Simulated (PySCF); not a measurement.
F₂GeH₃In, SMILES [F][In]([F])[GeH3]. Heavy atoms are numbered as in [In:1]([F:2])([F:3])[GeH3:4]. Hydrogens are named by the atom that carries them.

Coordinates come from a PBE0-D3(BJ)/def2-SVP optimisation. The structure was generated by enumeration; whether it is a known compound was not checked. The def2 effective core potentials stand for the cores of In; spin–orbit coupling is left out.

Computed with PySCF with B3LYP/def2-TZVP.

ESP charges are fitted to the potential on shells at 1.4 to 2.0 van der Waals radii. Atomic charges (e), one atom of each kind:

| atom | ESP fit | Löwdin |
|---|---|---|
| In1 | ___ | 0.36 |
| F2 | ___ | -0.26 |
| Ge4 (GeH3) | ___ | 0.26 |
| H on Ge4 | ___ | -0.03 |

Task: Fill in the missing entries. (Estimate from the structure and the level; the computed values follow.)

Result: 
- In1, ESP fit: 1.02
- F2, ESP fit: -0.47
- Ge4 (GeH3), ESP fit: -0.29
- H on Ge4, ESP fit: 0.07
